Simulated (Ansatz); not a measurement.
Input for Ansatz (a program for electronic structure): U-SVWN5/def2-TZVPP on GeH3O3 (SMILES [OH][Ge]([OH])[OH]).

Ansatz 0.2 input:
```yaml
crystal:
  periodic: [false, false, false]
  atoms:
    - {symbol: O, position_ang: [-1.00484998, -1.06018874, -0.79520945]}
    - {symbol: Ge, position_ang: [-0.21506950, -0.07633105, 0.47968482]}
    - {symbol: O, position_ang: [-0.32904980, 1.62889466, -0.06453049]}
    - {symbol: O, position_ang: [1.52692344, -0.50021382, 0.42894984]}
    - {symbol: H, position_ang: [-1.90153802, -0.75166525, -0.99201195]}
    - {symbol: H, position_ang: [0.25046350, 2.21457305, 0.44449609]}
    - {symbol: H, position_ang: [1.67302036, -1.45506885, 0.49872113]}
basis:
  gaussian:
    orbitals: def2-TZVPP
hamiltonian:
  xc: {name: SVWN5}
magnetization: {spin_polarized: true, initial_magnetization: 1}
```

It printed:

```
WARN ansatz: RAYON_NUM_THREADS=4 ignored (pool sized by the plan → 4); use --threads N
Functional definition: SVWN5
integrals: 0.09 GiB planned
988 factors; their error is unknown
mean field: 0.83 GiB planned
mean field evaluation 1: about -62564.7840 eV, gradient 7.7e1 eV
mean field evaluation 2: about -62456.2138 eV, gradient 1.8e2 eV
mean field evaluation 4: about -62582.7484 eV, gradient 7.0e0 eV
mean field evaluation 8: about -62583.0154 eV, gradient 1.1e-1 eV
mean field evaluation 16: about -62583.0028 eV, gradient 2.0e-3 eV
mean field -62583.00281516 eV, -2299.8829331743 hartree, gradient 6.4e-5 eV, S^2 0.750935; 0 other end points of the search recorded, 0 dependent functions left out
reference -62583.00284550 eV, -2299.8829342892 hartree; 30, 29 occupied and 153, 154 virtual orbitals, 988 factors
Total energy: -62583.00284550 eV, -2299.8829342892 hartree
```

Self-consistency was reached.

Cost: very roughly 4 core-seconds.
